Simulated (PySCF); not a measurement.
SMILES Cc1ccc(O[SiH3])s1, singlet, GFN2-xTB optimised geometry. Atoms within 1.6 Å of the plane z = 0.0 Å (x, y, z in Å): C1 (3.23, -0.73, 0.00), C2 (1.75, -0.73, 0.00), C3 (0.90, -1.79, 0.00), C4 (-0.47, -1.42, 0.00), C5 (-0.66, -0.08, 0.00), O6 (-1.82, 0.57, 0.00), Si7 (-2.17, 2.16, 0.00), S8 (0.86, 0.77, 0.00), H9 (3.62, -0.21, 0.88), H10 (3.62, -0.23, -0.89), H11 (3.60, -1.75, 0.01), H12 (1.23, -2.81, 0.00), H13 (-1.29, -2.13, 0.00), H14 (-1.64, 2.79, 1.21), H15 (-3.62, 2.03, -0.02), H16 (-1.60, 2.81, -1.17).

Computed with CAM-B3LYP/def2-TZVP (PySCF). Cells within 0.4 Å of a nucleus heavier than hydrogen are left out (blank, or x).

Map of the electron localisation function on the plane z = 0.0 Å:

```
|0000000000000000000000000|
|0000000000000000000000000|
|0000000000000000000000000|
|0000000000000000000000000|
|0000000000000000000000000|
|0003530011100000000000000|
|0039995014200011000000000|
|00899984x0200365200000000|
|0099999xx0102888510000000|
|0089997016204889600000000|
|00288306884261x4400000000|
|00000028xx7590x5301320000|
|0000005887xx7579544651000|
|000000342166404xx9xx51000|
|000000000164437xx9xx52000|
|00000000587x76x8438997100|
|00000006999684x5108999300|
|0000000799942699504999100|
|0000000299800899900682000|
|0000000014100799900000000|
|0000000000000388400000000|
|0000000000000000000000000|
|0000000000000000000000000|
|0000000000000000000000000|
|0000000000000000000000000|
```
Scale: ten equal steps from 0.000 (start of '0') to 1.000 (end of '9'), in the order '0123456789'; x runs from -6.00 to 6.00, y from -6.00 (bottom) to 6.00 (top).
